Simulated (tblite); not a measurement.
C6H8BNO2.
Cartesian coordinates in Å at the GFN2-xTB level; atoms count from 1:
```xyz
18
C6H8BNO2 angstrom
C      2.9240   -1.0243   -0.4703
C      3.0861    0.3131   -0.0272
C      1.8417    0.8432    0.1084
N      0.9067   -0.1071   -0.2317
B     -0.5139    0.0608   -0.2210
O     -1.1346    1.2264    0.1398
C     -2.5306    1.0413    0.0321
C     -2.7066   -0.4203   -0.4491
O     -1.3941   -0.9272   -0.5719
C      1.5882   -1.2489   -0.5851
H      3.7102   -1.7239   -0.6750
H      4.0170    0.8095    0.1645
H      1.5226    1.8173    0.4190
H     -2.9866    1.2154    1.0112
H     -2.9282    1.7651   -0.6855
H     -3.2007   -0.4794   -1.4232
H     -3.2556   -1.0325    0.2723
H      1.0458   -2.1224   -0.8855
```

Computed with GFN2-xTB (tblite): harmonic, unscaled wavenumbers at the GFN2-xTB geometry, gas phase. Against measured fundamentals such values can be off by several per cent, at times by over 20. One conformer, not necessarily the lowest.

Harmonic wavenumbers (cm⁻¹): 69.6, 88.9, 109.4, 137.2, 219.1, 361.0, 388.7, 538.9, 579.7, 613.0, 716.4, 772.3, 779.6, 789.2, 827.1, 837.3, 843.8, 848.0, 895.9, 970.2, 1030.9, 1044.8, 1074.8, 1079.0, 1091.4, 1105.8, 1147.7, 1177.1, 1179.7, 1185.1, 1188.3, 1292.9, 1298.1, 1336.8, 1346.0, 1442.3, 1465.1, 1476.1, 1484.1, 1572.4, 2921.2, 2935.9, 2946.0, 2950.2, 3157.9, 3165.0, 3177.5, 3181.1.

A = 4246, B = 843.3, C = 709.9 MHz; mass 137.065 u (most abundant isotopes); point group C2v, symmetry number 2.

Q: Zero-point energy?

A: ½Σν̃ = 30419 cm⁻¹ = 363.90 kJ/mol.

Q: Give the ideal-gas entropy at 298.15 K and 1 bar in the rigid-rotor, harmonic-oscillator model (classical rotation).

A: Translation 170.22, rotation 116.52, vibration 93.20: S = 379.9 J/(mol K).

Q: And Cp and H(298.15 K) − H(0)?

A: Cp = 141.65 J/(mol K), of which vibrations give 108.40 (their classical limit is 48 R = 399.1); H(298.15 K) − H(0) = 24.91 kJ/mol without the zero-point energy, 15.00 from vibrations.

Q: How do the functions run with temperature in this model?

A: 
| T (K) | S (J/(mol K)) | Cp (J/(mol K)) | H − H(0) (kJ/mol) | G − H(0) (kJ/mol) | ln q(vib) |
| --- | --- | --- | --- | --- | --- |
| 150 | 307.2 | 81.4 | 8.71 | -37.37 | 2.22 |
| 250 | 357.0 | 119.5 | 18.63 | -70.63 | 4.20 |
| 400 | 428.1 | 187.8 | 41.73 | -129.53 | 7.28 |
| 600 | 518.4 | 257.2 | 86.74 | -224.32 | 11.68 |
| 900 | 635.6 | 318.5 | 174.03 | -397.99 | 18.28 |

q(vib) and H(0) count from the zero-point level.

Q: Blend soft modes into free rotors: weight 1/[1 + (100 cm⁻¹/ν̃)⁴] for the oscillator and the rest for a rotor with moment μB/(μ + B), μ = h/(8π²ν), B = 10⁻⁴⁴ kg m². What vibrational entropy results?

A: 87.04 J/(mol K) in place of 93.20, which changes −T·S at 298.15 K by +1.84 kJ/mol.

Q: Which modes carry the vibrational entropy at 298.15 K?

A: 69.6 cm⁻¹: 17.42; 88.9 cm⁻¹: 15.41; 109.4 cm⁻¹: 13.72; 137.2 cm⁻¹: 11.89; 219.1 cm⁻¹: 8.23; 361.0 cm⁻¹: 4.68 J/(mol K); the other 42 give 21.85 together.

Q: What must be added to the electronic energy to get the Gibbs energy at 298.15 K and 1 bar?

A: ZPE + [H(298.15 K) − H(0)] − T·S = 363.90 + 24.91 − 113.28 = 275.53 kJ/mol.

Hindered rotation and anharmonicity are outside this model. Other conformers, if any are populated, would add a mixing term that is left out.
